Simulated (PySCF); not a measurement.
ReH₃⁺ (quartet). Computed with UPBE0/[Re def2-TZVP with ECP60, H def2-TZVP], scalar-relativistic core potentials, density fitting, no spin–orbit coupling, PySCF.

Harmonic bands of its minimum:

```tsv
ω (cm⁻¹)	IR (km/mol, summed over degenerate members)	degeneracy
209	29.5	1
253	13.8	2
2173	0.7	2
2196	10.1	1
```

**Question.** The central atom is Re. Infer the point group and assign the bands.

**Answer.** C3v. The modes span 2a1 + 2e: 209 a1, 253 e, 2173 e, 2196 a1. The computed geometry has Re–H 1.630 Å (×3); H–Re–H 94.4° (×3).

Other isomers or separated fragments may lie lower. With open d or f shells other occupations or spin states may lie lower. No spin–orbit coupling is included, which matters more the heavier the element.
